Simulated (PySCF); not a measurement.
# Spectroscopy problems

PySCF calculation with PBE0/pcSseg-1 with gauge-including orbitals, couplings computed with B3LYP/pcJ-1 (spin–dipole term left out of most H,H and C,H couplings) and structure optimised with GFN2-xTB; equivalent nuclei averaged, one conformer, relativity neglected, in vacuum.

δ = σ(ref) − σ, references computed at the same level: ¹H and ¹³C against TMS. Multiplet labels drop J under 1 Hz and among equivalent protons, and merge close values. Unscaled 3J(H,H) run several per cent high. Splittings of carbon signals by F and P are missing where no couplings were computed. Where no couplings were computed, multiplicities follow the n + 1 count of equivalent neighbours, and m marks all less simple cases (inequivalent or close neighbours, rings, F or P nearby). Acid and N–H amide carbonyl carbons lie up to 10 ppm further downfield in solution (hydrogen bonding). Shifts are as computed. Against solution values, carbons near 30 ppm lie about +3 ppm off and those near 130 ppm about +5 ppm. Of 1211 compounds with measured shifts, 218 miss one by over three times the rms of a fit or turn the order of signals round; such compounds aren't used in these exercises. OH and NH positions are gas-phase values without hydrogen bonding to other molecules.

Question: C6H13NO. ¹H NMR (300 MHz, computed): δ 4.51 (br, 1H), 1.88 (s, 3H), 1.39 (s, 9H). ¹³C{¹H} NMR (computed): δ 169.9, 52.0, 29.1, 25.7. What is it?

Answer: SMILES CC(=O)NC(C)(C)C. The formula gives 1 degree of unsaturation (no ring in the answer). 4 carbon signals for 6 carbons: some carbons are equivalent by symmetry or fast rotation. Carbon types of the structure: 2 × C, 4 × CH3, leaving 1 H on heteroatoms. δC 169.9: amide carbonyl carbon; it is a carbonyl in resonance with an O or N lone pair, the region of acids, esters and amides. δC 52.0: fully substituted sp3 carbon bonded to N; pulled downfield by the heteroatom. δH 4.51: hydrogen on an amide-type nitrogen; exchangeable, gas-phase position. δH 1.88: hydrogen on a methyl carbon α to a carbonyl; α to C=O.

This is the structure that produced the data.

Question: C5H7FN2Si. ¹H NMR (300 MHz, computed): δ 7.00 (m, 1H), 4.80 (s, 3H), 2.99 (s, 3H). ¹³C{¹H} NMR (computed): δ 177.3 (C), 164.6 (C), 155.7 (C), 113.9 (CH), 25.0 (CH3). Identify the compound.

Answer: `c1(C)cc(F)c([SiH3])nn1`. The formula gives 4 degrees of unsaturation (1 ring in the answer). 5 carbon signals for 5 carbons: no two carbons are equivalent. Carbon types of the structure: 3 × C, 1 × CH, 1 × CH3, leaving 3 H on heteroatoms. δC 177.3: aromatic carbon bearing fluorine; the electronegative substituent deshields the carbon that carries it. δC 164.6, 155.7: substituted aromatic carbon next to a ring nitrogen. δC 113.9: aromatic CH. δH 2.99: hydrogen on a methyl carbon on an aromatic ring; benzylic-type position, deshielded by the ring.

The data come from this structure; uniqueness wasn't tested.

Question: C5H8. ¹H NMR (300 MHz, computed): δ 5.85 (td, J = 3.1, 2.1 Hz, 1H), 5.78 (q, J = 2.5 Hz, 1H), 1.43 (m, 1H), 1.21 (m, 1H), 1.18 (d, J = 6.6 Hz, 3H), 0.62 (m, 1H). ¹³C{¹H} NMR (computed): δ 146.2 (C), 109.3 (CH2), 20.6 (CH3), 14.0 (CH), 12.1 (CH2). What is it?

Answer: `InChI=1S/C5H8/c1-4-3-5(4)2/h5H,1,3H2,2H3/t5-/m0/s1`. Rings plus π bonds: 2 (1 ring in the answer). 5 carbon signals for 5 carbons: no two carbons are equivalent. Carbon types of the structure: 1 × C, 1 × CH, 2 × CH2, 1 × CH3, which accounts for all hydrogens. δC 146.2: fully substituted alkene carbon; the olefinic region. δC 109.3: terminal =CH2 carbon; the olefinic region. δC 20.6: methyl carbon; a saturated carbon with 1 carbon neighbour and no heteroatom attached. δC 14.0, 12.1: three-membered-ring carbon; carbons of three-membered rings are unusually shielded.

This is the structure that produced the data.
